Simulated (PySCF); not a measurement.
# Basis and Hamiltonian dependence of the ionisation energy of N⁺

N⁺ [He] 2s2 2p2 (3P) → N²⁺ [He] 2s2 2p1 (2P). All values are computed (PySCF 2.14, energy differences of UHF-based or UKS calculations, no spin-orbit coupling). Values in eV.

| basis | Hamiltonian | functions | UHF | LDA | PBE0 | MP2 (valence) | CCSD(T) (valence) | CCSD(T) (valence and next inner shell) |
| --- | --- | --- | --- | --- | --- | --- | --- | --- |
| x2c-SVPall | spin-free X2C | 14 | 29.351 | 30.192 | 30.064 | 29.556 | 29.354 | n/a |
| Sapporo-DZP-2012 | spin-free X2C | 18 | 29.171 | n/a | n/a | 29.450 | 29.292 | n/a |
| aug-cc-pVDZ | non-relativistic | 23 | 29.225 | 30.087 | 29.959 | 29.462 | 29.303 | n/a |
| aug-cc-pwCVDZ | non-relativistic | 27 | 29.169 | 30.028 | 29.888 | 29.428 | 29.272 | 29.289 |
| cc-pVTZ-DK | spin-free X2C | 30 | 29.185 | 30.036 | n/a | 29.598 | 29.460 | n/a |
| x2c-TZVPPall | spin-free X2C | 31 | 29.203 | 30.045 | 29.906 | 29.611 | 29.472 | 29.491 |
| dyall-av2z | non-relativistic | 42 | 29.211 | 30.062 | 29.917 | 29.511 | 29.363 | n/a |
| x2c-QZVPPall | spin-free X2C | 57 | 29.203 | 30.056 | 29.907 | 29.660 | 29.518 | 29.553 |
| aug-cc-pCVTZ-DK | spin-free X2C | 59 | 29.185 | 30.038 | 29.896 | 29.610 | 29.472 | 29.514 |
| aug-cc-pVTZ with one added diffuse shell each of s, p, d, f type | non-relativistic | 62 | 29.193 | 30.041 | 29.898 | 29.613 | 29.473 | n/a |
| def2-QZVPPD | non-relativistic | 63 | 29.209 | 30.062 | 29.914 | 29.666 | 29.523 | 29.559 |
| dyall-av3z | non-relativistic | 71 | 29.209 | 30.064 | 29.915 | 29.629 | 29.489 | n/a |
| aug-cc-pVQZ with one added diffuse shell each of s, p, d, f, g type | non-relativistic | 105 | 29.206 | 30.058 | 29.910 | 29.666 | n/a | n/a |
| aug-cc-pwCVQZ | non-relativistic | 109 | 29.205 | 30.060 | 29.911 | 29.671 | n/a | n/a |

Frozen in the all-electron rows: valence: 1s2; valence and next inner shell: nothing.

Between the lowest levels the reference is 29.601 eV (semi-empirical (NIST evaluation); NIST Atomic Spectra Database, ionization energies); it includes spin-orbit coupling, which these numbers lack.
